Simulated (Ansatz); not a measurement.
Reaction (ligand exchange at the Si–F bond): `F[SiH]1BC1` + HI → `I[SiH]1BC1` + H–F

Isolated molecules relaxed with PBE0-D4/def2-TZVP in Ansatz; ΔE leaves out vibrations. CCSD(T)/CBS is the MP2 limit (def2-TZVPP, def2-QZVPP) plus CCSD(T) − MP2 in def2-TZVPP, frozen cores. This one scheme is used for every species. DFT in def2-TZVPP. def2 core potentials past Kr. For I outer-core shells are correlated without core-valence functions, which leaves a few kJ/mol of doubt a bond.

`F[SiH]1BC1`:

Z-matrix (Å, degrees):
```
Si
B 1 1.887
C 1 2.007 2 44.8
F 1 1.601 2 125.6 3 74.0
H 1 1.483 2 129.7 3 -102.1
H 2 1.186 1 139.7 3 132.6
H 3 1.099 1 81.4 2 135.4
H 3 1.089 1 144.8 2 -112.2
```

HI:

Z-matrix (Å, degrees):
```
I
H 1 1.610
```

`I[SiH]1BC1`:

```xyz
8

I    -2.117    1.757   -1.357
Si   -0.036    0.617   -0.826
B     0.052   -1.193   -0.283
C     0.397   -0.375    0.905
H     1.055    1.613   -0.887
H    -0.586   -2.183   -0.410
H     0.013   -0.578    1.903
H     1.222    0.343    0.954
```

H–F:

Cartesian coordinates in Å:
```
F 0.193 -0.361 0.210
H -0.193 0.361 -0.210
```

CCSD(T)/CBS gives +4.1 kcal/mol.

(1) Another level gave +7.2 kcal/mol. Which?
A. r2SCAN-D4/def2-TZVPP
B. BLYP/def2-TZVPP
C. CCSD/def2-TZVPP
D. PBE/def2-TZVPP

Largest T1 diagnostic among the species: 0.014.

## Answers

(1) C. CCSD/def2-TZVPP 7.2, BLYP 8.7, r2SCAN-D4 5.8, PBE 4.2 kcal/mol.

The D4 term adds −1.9 kcal/mol with B3LYP and −1.1 kcal/mol with PBE0; it sums over pairs of atoms, weighted by their polarisabilities, and B3LYP, whose exchange is more repulsive, gets the larger term. In def2-TZVPP, CCSD(T) changes the Hartree–Fock value by −4.7 kcal/mol (the triples alone add −1.2 kcal/mol) and MP2 by −7.5 kcal/mol. At CCSD(T), def2-SVP lies +2.2 kcal/mol from the extrapolated value and def2-TZVPP +1.8 kcal/mol.

B3LYP here is the variant with VWN-RPA as its local correlation; programs differ in this.
